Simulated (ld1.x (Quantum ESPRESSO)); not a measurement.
## Transferability test, TM semilocal potential for C

| Quantity | Value |
| --- | --- |
| Element | C (Z = 6) |
| Generator | ld1.x (Quantum ESPRESSO) 7.5 |
| Type | norm-conserving Troullier–Martins (semilocal form) |
| Functional | PBE |
| Relativity | scalar-relativistic |
| Frozen core | [He] |
| Valence charge | 4 |
| Reference configuration | 2s2 2p2 |
| Partial waves | 2s (bound): rc 0.90 bohr; 2p (bound): rc 1.50 bohr |
| Local potential | the p channel |
| Core correction | Bessel-smoothed model core, default radius (core density twice the valence density) |

Energies are relative to the spin-unpolarised reference configuration 2s2 2p2; without spin polarisation the order of configurations can differ from experiment.

Task: Give the all-electron excitation energy and the error of the potential for: 2s2 2p1; 2s2 2p0; 2s1 2p0; 2s2 2p1.5; 2s2 2p2.3; 2s1 2p3; 2s1 2p2.

Result:

```tsv
valence configuration	charge	ΔE all-electron (eV)	error AE − PS (meV)
2s2 2p1	+1	10.862	+7.1
2s2 2p0	+2	35.018	+97
2s1 2p0	+3	83.212	+214
2s2 2p1.5	+0.5	3.963	+0.6
2s2 2p2.3	-0.3	-1.158	+0.1
2s1 2p3	0	8.478	+5.6
2s1 2p2	+1	19.615	-4.9
```
